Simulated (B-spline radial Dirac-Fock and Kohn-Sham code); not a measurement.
# Compton profile of Ba⁴⁶⁺

System: barium as Ba⁴⁶⁺, [He] 2s2 2p6.

Input of the calculation (task.json; shells as n, l, electrons):

```json
{"items": [{
  "Z": 56,
  "q": 46,
  "cfg": [[1, 0, 2], [2, 0, 2], [2, 1, 6]],
  "A": 138,
  "rrms": 4.8378,
  "do": ["scatter"],
  "s": [0.0, 0.04, 0.05, 0.06, 0.08, 0.1, 0.13, 0.17, 0.22, 0.28, 0.36, 0.46, 0.59, 0.76, 0.97, 1.25, 1.6, 2.05, 2.63, 3.38, 4.33, 5.56, 7.13],
  "pz": [0, 0.1, 0.2, 0.3, 0.4, 0.5, 0.6, 0.8, 1.0, 1.2, 1.4, 1.6, 1.8, 2.0, 2.5, 3.0, 4.0, 5.0, 7.0, 10.0, 15.0, 20.0, 30.0, 40.0, 60.0, 100.0],
  "hv_scatter": [1000, 2000, 8047.8, 50000, 100000, 200000, 500000, 1000000]
}]}
```

Launch: `python xray_run.py task.json out`

Model: the impulse approximation on relativistic Hartree-Fock (Dirac-Fock) wave functions, averaged over the configuration. Program: a B-spline atomic structure program. pz is in atomic units of momentum; subshell profiles are per electron, for a selection of subshells; open shells are spread over both j values by their weights.

```
 pz    J total   J 1s1/2   J 2s1/2   J 2p3/2
  5     0.2572    0.0140    0.0387    0.0257
  7     0.2362    0.0137    0.0307    0.0249
 10     0.1984    0.0131    0.0190    0.0226
 15     0.1347    0.0118   0.00649    0.0164
 20    0.08595    0.0102   0.00214    0.0101
 30    0.03569   0.00705   0.00128   0.00301
 40    0.01686   0.00454   0.00106  0.000864
 60   0.004970   0.00176  0.000400  9.35e-05
100  0.0007520  0.000306  5.52e-05  3.49e-06
```

Task: What is the peak value J(0), and which subshell contributes most to it?

Result: J(0) = 0.2814. The 2p3/2 subshell gives the largest part, 37 %.

Mean momentum ⟨p⟩ by subshell (a.u.): 1s1/2 52.7, 2s1/2 19.2, 2p1/2 25.4, 2p3/2 23.9.
